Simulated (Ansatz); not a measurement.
Relaxation of In4Sb5H16²⁺, a cluster cut from zinc blende InSb (hydrogen-capped) with UKS r2SCAN-D4/def2-SVP.

```sh
$ ansatz run in.yaml --threads 2 --pin off --events-out ev --progress --plain --max-ram 32768MiB --backend cuda --devices 0, --max-vram 18GiB
```

```yaml
crystal:
  periodic: [false, false, false]
  atoms:
    - {symbol: Sb, position_ang: [0.311950, -3.104611, 0.053393]}
    - {symbol: Sb, position_ang: [0.306886, 0.052290, -3.103245]}
    - {symbol: Sb, position_ang: [-2.774547, -0.006379, -0.002731]}
    - {symbol: Sb, position_ang: [0.304800, -0.053620, 3.102563]}
    - {symbol: Sb, position_ang: [0.298844, 3.104614, -0.052272]}
    - {symbol: In, position_ang: [-1.422424, -1.802418, -1.797819]}
    - {symbol: In, position_ang: [2.198156, -2.023446, 2.026886]}
    - {symbol: In, position_ang: [2.187650, 2.036476, -2.030896]}
    - {symbol: In, position_ang: [-1.431891, 1.793041, 1.796109]}
    - {symbol: H, position_ang: [1.131168, -4.226195, -0.924818]}
    - {symbol: H, position_ang: [-0.715452, -4.234627, 0.798990]}
    - {symbol: H, position_ang: [1.128733, -0.924849, -4.223926]}
    - {symbol: H, position_ang: [-0.723347, 0.792771, -4.234110]}
    - {symbol: H, position_ang: [-3.901802, -0.905117, 0.893800]}
    - {symbol: H, position_ang: [-3.901553, 0.889740, -0.902184]}
    - {symbol: H, position_ang: [-0.722716, -0.802403, 4.230380]}
    - {symbol: H, position_ang: [1.118955, 0.926698, 4.226037]}
    - {symbol: H, position_ang: [-0.730852, 4.235786, -0.792923]}
    - {symbol: H, position_ang: [1.116443, 4.223967, 0.929915]}
    - {symbol: H, position_ang: [-2.462158, -2.765937, -2.763484]}
    - {symbol: H, position_ang: [2.320267, -3.227288, 3.232741]}
    - {symbol: H, position_ang: [3.253820, -1.069409, 1.075444]}
    - {symbol: H, position_ang: [2.291920, 3.241404, -3.237191]}
    - {symbol: H, position_ang: [3.256812, 1.093956, -1.083659]}
    - {symbol: H, position_ang: [-2.476862, 2.753256, 2.759402]}
basis:
  gaussian: {orbitals: def2-SVP}
total_charge: 2
magnetization: {spin_polarized: true, initial_magnetization: 1}
hamiltonian: {xc: r2scan, dispersion: d4}
scf: {lower_state_search: "off"}
output: {orbitals: {seedname: orbitals}}
relax: {f_tol: 0.03, max_steps: 70}
```

It took 3.6 min on 2 threads of AMD EPYC 7R13 on a shared host and a share (18 GiB) of an NVIDIA H100 80GB HBM3, peak host memory 1.1 GiB.

Positions (Å) and forces (eV/Å) at steps 1, 2, 3, 4, 5, 7, 8, 9, 10, 11, 12 of 28:

```xyz
25
step=1 energy=-53648.5459 eV
Sb    0.312   -3.105    0.053    0.322   -0.368    0.075
Sb    0.307    0.052   -3.103    0.323    0.074   -0.371
Sb   -2.775   -0.006   -0.003   -0.125    0.000    0.000
Sb    0.305   -0.054    3.103    0.321   -0.073    0.370
Sb    0.299    3.105   -0.052    0.323    0.371   -0.074
In   -1.422   -1.802   -1.798   -0.538   -0.054   -0.049
In    2.198   -2.023    2.027    0.324    0.074   -0.075
In    2.188    2.036   -2.031    0.323   -0.071    0.073
In   -1.432    1.793    1.796   -0.539    0.048    0.051
H     1.131   -4.226   -0.925   -0.018    0.043    0.000
H    -0.715   -4.235    0.799   -0.039    0.039   -0.050
H     1.129   -0.925   -4.224   -0.017    0.001    0.043
H    -0.723    0.793   -4.234   -0.038   -0.050    0.039
H    -3.902   -0.905    0.894    0.053    0.006   -0.005
H    -3.902    0.890   -0.902    0.052   -0.006    0.006
H    -0.723   -0.802    4.230   -0.040    0.051   -0.039
H     1.119    0.927    4.226   -0.017   -0.001   -0.043
H    -0.731    4.236   -0.793   -0.039   -0.040    0.050
H     1.116    4.224    0.930   -0.017   -0.043   -0.001
H    -2.462   -2.766   -2.763    0.073    0.028    0.026
H     2.320   -3.227    3.233   -0.246   -0.030    0.030
H     3.254   -1.069    1.075   -0.134    0.048   -0.049
H     2.292    3.241   -3.237   -0.247    0.031   -0.032
H     3.257    1.094   -1.084   -0.135   -0.052    0.051
H    -2.477    2.753    2.759    0.073   -0.026   -0.027
25
step=2 energy=-53648.4411 eV rejected
Sb    0.429   -3.247    0.016   -0.539    0.535   -0.227
Sb    0.425    0.014   -3.247   -0.536   -0.223    0.537
Sb   -2.843   -0.007   -0.003   -0.016    0.000   -0.002
Sb    0.421   -0.015    3.246   -0.535    0.221   -0.539
Sb    0.417    3.248   -0.014   -0.538   -0.536    0.225
In   -1.605   -1.810   -1.804    1.013   -0.077   -0.072
In    2.257   -1.979    1.982    0.036   -0.179    0.183
In    2.245    1.993   -1.987    0.038    0.177   -0.181
In   -1.615    1.799    1.803    1.012    0.077    0.080
H     1.225   -4.337   -0.996    0.003   -0.116   -0.063
H    -0.688   -4.303    0.743    0.127   -0.091   -0.012
H     1.224   -0.996   -4.336    0.004   -0.062   -0.118
H    -0.695    0.737   -4.304    0.127   -0.013   -0.092
H    -3.933   -0.922    0.911   -0.086    0.007   -0.007
H    -3.933    0.907   -0.919   -0.086   -0.008    0.008
H    -0.696   -0.746    4.300    0.126    0.014    0.091
H     1.213    0.998    4.338    0.003    0.063    0.117
H    -0.703    4.305   -0.737    0.127    0.092    0.013
H     1.211    4.336    1.001    0.003    0.117    0.063
H    -2.565   -2.802   -2.800   -0.103   -0.044   -0.046
H     2.168   -3.198    3.203    0.015    0.180   -0.179
H     3.222   -0.982    0.988   -0.053   -0.061    0.061
H     2.138    3.211   -3.208    0.016   -0.179    0.180
H     3.223    1.006   -0.996   -0.055    0.061   -0.062
H    -2.580    2.790    2.796   -0.103    0.046    0.044
25
step=3 energy=-53648.6919 eV
Sb    0.351   -3.145    0.035    0.048   -0.049   -0.015
Sb    0.346    0.033   -3.144    0.049   -0.015   -0.051
Sb   -2.788   -0.006   -0.003   -0.024    0.000    0.000
Sb    0.344   -0.035    3.143    0.048    0.015    0.050
Sb    0.338    3.145   -0.033    0.049    0.051    0.015
In   -1.459   -1.807   -1.802   -0.076   -0.006   -0.001
In    2.227   -2.008    2.011    0.151   -0.030    0.030
In    2.216    2.021   -2.016    0.151    0.031   -0.031
In   -1.469    1.797    1.801   -0.077    0.001    0.005
H     1.155   -4.256   -0.957    0.011   -0.025   -0.032
H    -0.707   -4.251    0.772    0.006   -0.008   -0.028
H     1.153   -0.957   -4.255    0.011   -0.032   -0.025
H    -0.714    0.766   -4.251    0.007   -0.027   -0.009
H    -3.904   -0.910    0.898    0.003   -0.002    0.002
H    -3.904    0.894   -0.907    0.003    0.002   -0.002
H    -0.714   -0.775    4.247    0.006    0.028    0.009
H     1.143    0.958    4.257    0.011    0.032    0.025
H    -0.722    4.252   -0.766    0.006    0.009    0.027
H     1.141    4.255    0.962    0.011    0.025    0.032
H    -2.471   -2.779   -2.778   -0.003   -0.007   -0.009
H     2.229   -3.219    3.224   -0.126    0.064   -0.064
H     3.228   -1.030    1.035   -0.067    0.006   -0.006
H     2.200    3.233   -3.229   -0.126   -0.065    0.064
H     3.230    1.053   -1.043   -0.069   -0.007    0.006
H    -2.486    2.767    2.773   -0.003    0.009    0.008
25
step=4 energy=-53648.7306 eV
Sb    0.377   -3.164   -0.003   -0.036    0.009   -0.020
Sb    0.372   -0.005   -3.163   -0.035   -0.020    0.007
Sb   -2.787   -0.006   -0.003    0.017    0.001   -0.001
Sb    0.370    0.003    3.162   -0.036    0.020   -0.009
Sb    0.364    3.165    0.006   -0.035   -0.007    0.020
In   -1.471   -1.815   -1.810    0.024   -0.016   -0.011
In    2.228   -1.990    1.993    0.052   -0.049    0.049
In    2.216    2.003   -1.998    0.052    0.048   -0.049
In   -1.481    1.805    1.809    0.023    0.011    0.016
H     1.173   -4.278   -1.001    0.017   -0.001   -0.021
H    -0.684   -4.270    0.729    0.019   -0.016   -0.008
H     1.171   -1.001   -4.277    0.018   -0.021   -0.001
H    -0.691    0.722   -4.271    0.019   -0.007   -0.016
H    -3.901   -0.910    0.899    0.000   -0.002    0.002
H    -3.901    0.895   -0.907    0.000    0.002   -0.001
H    -0.692   -0.731    4.266    0.019    0.008    0.016
H     1.160    1.003    4.278    0.017    0.022    0.001
H    -0.699    4.272   -0.722    0.019    0.016    0.007
H     1.158    4.276    1.006    0.017    0.001    0.021
H    -2.480   -2.788   -2.788   -0.022   -0.001   -0.003
H     2.141   -3.197    3.202   -0.048    0.061   -0.061
H     3.202   -1.002    1.007   -0.015   -0.006    0.006
H     2.110    3.210   -3.206   -0.048   -0.061    0.061
H     3.202    1.024   -1.015   -0.017    0.006   -0.006
H    -2.495    2.777    2.782   -0.022    0.003    0.001
25
step=5 energy=-53648.7422 eV
Sb    0.384   -3.186   -0.053   -0.049    0.031   -0.047
Sb    0.379   -0.056   -3.187   -0.047   -0.044    0.029
Sb   -2.698   -0.006   -0.003    0.007    0.001   -0.001
Sb    0.376    0.053    3.185   -0.049    0.047   -0.032
Sb    0.371    3.188    0.056   -0.046   -0.029    0.044
In   -1.486   -1.873   -1.867    0.052    0.094    0.103
In    2.197   -1.982    1.985   -0.020   -0.032    0.032
In    2.183    1.994   -1.989   -0.021    0.030   -0.031
In   -1.496    1.862    1.867    0.052   -0.103   -0.094
H     1.197   -4.280   -1.061    0.033    0.006    0.013
H    -0.653   -4.317    0.673    0.017   -0.021   -0.002
H     1.196   -1.062   -4.280    0.034    0.013    0.006
H    -0.660    0.666   -4.320    0.017   -0.001   -0.022
H    -3.819   -0.907    0.896   -0.022   -0.004    0.004
H    -3.819    0.892   -0.904   -0.023    0.004   -0.004
H    -0.662   -0.676    4.314    0.016    0.002    0.021
H     1.184    1.063    4.281    0.033   -0.013   -0.006
H    -0.668    4.320   -0.666    0.017    0.022    0.001
H     1.183    4.280    1.067    0.034   -0.006   -0.013
H    -2.536   -2.823   -2.825   -0.020    0.018    0.016
H     1.997   -3.179    3.184   -0.002    0.024   -0.024
H     3.201   -1.013    1.018    0.005   -0.005    0.005
H     1.963    3.190   -3.186   -0.003   -0.023    0.024
H     3.199    1.034   -1.026    0.005    0.005   -0.004
H    -2.551    2.814    2.817   -0.020   -0.016   -0.018
25
step=7 energy=-53648.7852 eV
Sb    0.382   -3.175   -0.082   -0.039    0.040    0.010
Sb    0.376   -0.086   -3.178   -0.038    0.011    0.037
Sb   -2.769   -0.006   -0.003   -0.012    0.002   -0.001
Sb    0.373    0.082    3.175   -0.039   -0.010   -0.040
Sb    0.369    3.178    0.087   -0.037   -0.038   -0.010
In   -1.522   -1.840   -1.832    0.042    0.000    0.009
In    2.147   -1.999    2.003   -0.003    0.001   -0.001
In    2.130    2.010   -2.006   -0.003   -0.003    0.002
In   -1.532    1.826    1.834    0.041   -0.010    0.001
H     1.292   -4.131   -1.144    0.024   -0.013   -0.020
H    -0.569   -4.425    0.562    0.015   -0.014   -0.015
H     1.292   -1.144   -4.131    0.026   -0.020   -0.013
H    -0.576    0.553   -4.430    0.016   -0.014   -0.015
H    -3.890   -0.906    0.894   -0.007   -0.011    0.012
H    -3.889    0.892   -0.904   -0.007    0.011   -0.011
H    -0.579   -0.564    4.423    0.015    0.016    0.014
H     1.279    1.146    4.131    0.024    0.021    0.013
H    -0.583    4.430   -0.552    0.016    0.015    0.014
H     1.280    4.130    1.151    0.026    0.013    0.020
H    -2.588   -2.776   -2.783   -0.019   -0.011   -0.013
H     1.913   -3.191    3.195    0.000   -0.005    0.005
H     3.182   -1.043    1.051   -0.008   -0.014    0.013
H     1.872    3.200   -3.195   -0.003    0.006   -0.005
H     3.176    1.063   -1.058   -0.009    0.014   -0.013
H    -2.603    2.773    2.769   -0.019    0.013    0.011
25
step=8 energy=-53648.8012 eV
Sb    0.374   -3.172   -0.112   -0.018   -0.233   -0.044
Sb    0.367   -0.118   -3.176   -0.009   -0.040   -0.243
Sb   -2.799   -0.006   -0.004   -0.002    0.002   -0.002
Sb    0.365    0.112    3.172   -0.018    0.045    0.234
Sb    0.360    3.175    0.120   -0.010    0.244    0.040
In   -1.559   -1.841   -1.829    0.028   -0.030   -0.019
In    2.090   -2.021    2.025    0.010   -0.024    0.024
In    2.068    2.031   -2.027    0.007    0.022   -0.023
In   -1.570    1.823    1.835    0.027    0.018    0.031
H     1.365   -4.008   -1.219   -0.062    0.092    0.073
H    -0.491   -4.542    0.432    0.083    0.156   -0.054
H     1.369   -1.219   -4.009   -0.064    0.075    0.094
H    -0.493    0.424   -4.551    0.085   -0.055    0.160
H    -3.913   -0.910    0.898   -0.018   -0.001    0.001
H    -3.913    0.895   -0.908   -0.019    0.001    0.000
H    -0.502   -0.433    4.541    0.084    0.054   -0.157
H     1.352    1.222    4.009   -0.062   -0.073   -0.093
H    -0.500    4.549   -0.422    0.084   -0.160    0.055
H     1.358    4.007    1.226   -0.063   -0.094   -0.075
H    -2.632   -2.770   -2.781   -0.008   -0.002   -0.005
H     1.834   -3.211    3.215   -0.005    0.006   -0.006
H     3.154   -1.079    1.088   -0.015   -0.006    0.006
H     1.782    3.219   -3.213   -0.009   -0.008    0.008
H     3.144    1.100   -1.095   -0.016    0.006   -0.005
H    -2.647    2.771    2.762   -0.008    0.005    0.001
25
step=9 energy=-53648.8018 eV
Sb    0.378   -3.177   -0.130    0.014   -0.120   -0.031
Sb    0.372   -0.137   -3.184    0.022   -0.032   -0.130
Sb   -2.809   -0.006   -0.004   -0.033    0.003   -0.002
Sb    0.369    0.130    3.177    0.014    0.032    0.120
Sb    0.365    3.182    0.139    0.021    0.129    0.032
In   -1.566   -1.843   -1.830    0.015   -0.020   -0.009
In    2.070   -2.036    2.039   -0.047   -0.028    0.028
In    2.044    2.044   -2.040   -0.052    0.028   -0.029
In   -1.577    1.824    1.837    0.014    0.007    0.020
H     1.417   -3.928   -1.260   -0.137    0.032    0.126
H    -0.474   -4.562    0.394    0.126    0.103   -0.103
H     1.424   -1.259   -3.928   -0.142    0.130    0.033
H    -0.475    0.385   -4.573    0.129   -0.104    0.106
H    -3.937   -0.901    0.889    0.019   -0.021    0.021
H    -3.939    0.887   -0.898    0.019    0.020   -0.020
H    -0.485   -0.395    4.560    0.126    0.104   -0.103
H     1.404    1.263    3.929   -0.137   -0.127   -0.032
H    -0.482    4.571   -0.382    0.130   -0.105    0.104
H     1.413    3.926    1.265   -0.142   -0.033   -0.130
H    -2.650   -2.764   -2.778    0.001    0.000   -0.004
H     1.785   -3.222    3.226    0.010    0.019   -0.018
H     3.134   -1.095    1.104    0.011   -0.003    0.003
H     1.726    3.228   -3.222    0.008   -0.021    0.021
H     3.120    1.114   -1.109    0.009    0.004   -0.003
H    -2.666    2.769    2.756    0.001    0.004    0.000
25
step=10 energy=-53648.8191 eV
Sb    0.384   -3.152   -0.158    0.015   -0.075    0.032
Sb    0.379   -0.167   -3.160    0.021    0.032   -0.080
Sb   -2.825   -0.005   -0.005   -0.004    0.001   -0.001
Sb    0.376    0.160    3.150    0.016   -0.037    0.078
Sb    0.373    3.156    0.170    0.022    0.083   -0.037
In   -1.587   -1.848   -1.834   -0.019   -0.013   -0.005
In    2.040   -2.048    2.051    0.000   -0.011    0.009
In    2.011    2.056   -2.053   -0.004    0.011   -0.012
In   -1.599    1.828    1.842   -0.023    0.004    0.014
H     1.435   -3.871   -1.286   -0.061    0.017    0.044
H    -0.426   -4.565    0.330    0.045    0.015   -0.043
H     1.444   -1.287   -3.870   -0.061    0.046    0.018
H    -0.424    0.317   -4.577    0.047   -0.042    0.015
H    -3.947   -0.905    0.892    0.008   -0.008    0.008
H    -3.950    0.891   -0.903    0.008    0.007   -0.007
H    -0.435   -0.329    4.562    0.045    0.043   -0.014
H     1.422    1.291    3.871   -0.061   -0.044   -0.018
H    -0.430    4.574   -0.313    0.046   -0.013    0.042
H     1.433    3.867    1.295   -0.061   -0.018   -0.046
H    -2.670   -2.767   -2.785    0.007    0.008    0.006
H     1.724   -3.229    3.234   -0.006    0.013   -0.012
H     3.140   -1.128    1.136    0.009   -0.003    0.003
H     1.656    3.235   -3.228   -0.007   -0.013    0.015
H     3.125    1.149   -1.143    0.009    0.003   -0.003
H    -2.687    2.776    2.759    0.008   -0.005   -0.008
25
step=11 energy=-53648.8295 eV
Sb    0.373   -3.172   -0.161    0.000   -0.024   -0.022
Sb    0.370   -0.178   -3.188    0.004   -0.031   -0.036
Sb   -2.817   -0.005   -0.009    0.029    0.004   -0.002
Sb    0.367    0.165    3.165    0.006    0.024    0.036
Sb    0.364    3.182    0.183    0.006    0.052    0.036
In   -1.584   -1.863   -1.838   -0.103    0.024    0.030
In    2.005   -2.071    2.071   -0.054   -0.054    0.052
In    1.957    2.072   -2.072   -0.059    0.051   -0.052
In   -1.600    1.829    1.854   -0.118   -0.032   -0.027
H     1.460   -3.765   -1.321    0.014   -0.008    0.004
H    -0.361   -4.658    0.208    0.016    0.029    0.000
H     1.485   -1.322   -3.761    0.007    0.012   -0.005
H    -0.341    0.187   -4.686    0.023   -0.001    0.040
H    -3.931   -0.910    0.895    0.003    0.005   -0.007
H    -3.943    0.891   -0.906    0.002   -0.007    0.006
H    -0.363   -0.199    4.656    0.020    0.006   -0.036
H     1.448    1.337    3.747    0.010   -0.014    0.010
H    -0.343    4.686   -0.172    0.030   -0.050    0.007
H     1.474    3.741    1.340    0.003    0.007   -0.023
H    -2.705   -2.746   -2.782    0.036    0.005    0.000
H     1.627   -3.233    3.249    0.021   -0.021    0.020
H     3.129   -1.171    1.174    0.028    0.019   -0.018
H     1.519    3.241   -3.224    0.017    0.020   -0.021
H     3.096    1.188   -1.179    0.024   -0.017    0.015
H    -2.725    2.771    2.734    0.037    0.000   -0.006
25
step=12 energy=-53648.8384 eV
Sb    0.374   -3.179   -0.169    0.004   -0.048    0.002
Sb    0.372   -0.193   -3.194    0.015   -0.003   -0.072
Sb   -2.826   -0.005   -0.011   -0.011    0.002   -0.002
Sb    0.368    0.174    3.172    0.010    0.006    0.067
Sb    0.366    3.190    0.198    0.025    0.095    0.012
In   -1.599   -1.862   -1.833   -0.013   -0.021   -0.010
In    1.973   -2.112    2.112   -0.036   -0.032    0.027
In    1.914    2.113   -2.113   -0.042    0.030   -0.036
In   -1.618    1.821    1.852   -0.022    0.010    0.022
H     1.481   -3.737   -1.331   -0.009    0.016    0.020
H    -0.329   -4.688    0.173    0.006    0.052   -0.014
H     1.511   -1.334   -3.732   -0.018    0.033    0.022
H    -0.302    0.150   -4.717    0.012   -0.018    0.067
H    -3.939   -0.911    0.893    0.007    0.005   -0.004
H    -3.953    0.890   -0.908    0.006   -0.004    0.006
H    -0.330   -0.157    4.687    0.009    0.014   -0.064
H     1.472    1.343    3.721   -0.015   -0.027   -0.022
H    -0.302    4.720   -0.130    0.017   -0.083    0.018
H     1.504    3.715    1.348   -0.026   -0.028   -0.042
H    -2.698   -2.751   -2.797    0.014    0.013    0.008
H     1.596   -3.274    3.290    0.000   -0.005    0.004
H     3.110   -1.219    1.221    0.029    0.016   -0.013
H     1.470    3.281   -3.264   -0.005   -0.002    0.003
H     3.066    1.235   -1.228    0.027   -0.013    0.017
H    -2.720    2.786    2.737    0.014   -0.008   -0.013
```

In the def2 sets In, Sb take a core potential; there is no spin–orbit coupling.
